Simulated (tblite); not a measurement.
[C13H10BrN2]+ (redox-flow and redox-shuttle molecule), SMILES C[n+]1c2ccccc2nc2cc(Br)ccc21 at step 1 of a GFN2-xTB optimisation (tblite, gas phase), coordinates in Å:

```
  1 C    -0.508    2.318   -0.609
  2 N    -0.218    0.933   -0.237
  3 C    -1.216    0.000   -0.318
  4 C    -2.569    0.274   -0.602
  5 C    -3.515   -0.717   -0.688
  6 C    -3.133   -2.071   -0.496
  7 C    -1.848   -2.378   -0.206
  8 C    -0.835   -1.382   -0.087
  9 N     0.387   -1.739    0.220
 10 C     1.306   -0.811    0.387
 11 C     2.608   -1.207    0.780
 12 C     3.589   -0.288    0.991
 13 Br    5.310   -0.848    1.533
 14 C     3.330    1.100    0.819
 15 C     2.086    1.509    0.432
 16 C     1.030    0.597    0.184
 17 H    -1.258    2.359   -1.400
 18 H    -0.860    2.851    0.281
 19 H     0.378    2.803   -1.023
 20 H    -2.916    1.294   -0.728
 21 H    -4.556   -0.489   -0.905
 22 H    -3.885   -2.849   -0.570
 23 H    -1.537   -3.395   -0.030
 24 H     2.778   -2.261    0.917
 25 H     4.127    1.817    1.011
 26 H     1.922    2.578    0.343
```

(1) What are the forces on the atoms (eV/Å)?

Results:

(1) 
```
  1 C     0.10   -0.18    0.04
  2 N    -0.23    0.40   -0.21
  3 C     0.39   -0.22    0.12
  4 C    -0.18    0.55   -0.08
  5 C     0.28   -0.45    0.04
  6 C    -0.58    0.32   -0.14
  7 C     0.55   -0.24    0.16
  8 C    -0.96    0.21   -0.21
  9 N     0.12   -0.23    0.00
 10 C     0.45    0.44    0.13
 11 C    -0.33   -0.21   -0.07
 12 C     0.20    0.39    0.00
 13 Br    0.05    0.06    0.00
 14 C     0.07   -0.38    0.09
 15 C    -0.30    0.47   -0.17
 16 C     0.03   -0.31    0.00
 17 H    -0.03   -0.12    0.21
 18 H     0.03    0.08   -0.23
 19 H    -0.04   -0.11    0.23
 20 H     0.18   -0.12    0.02
 21 H     0.34    0.05    0.09
 22 H     0.14    0.13    0.01
 23 H     0.04   -0.07    0.00
 24 H     0.01   -0.07    0.01
 25 H    -0.28   -0.19   -0.06
 26 H    -0.04   -0.19   -0.01
```
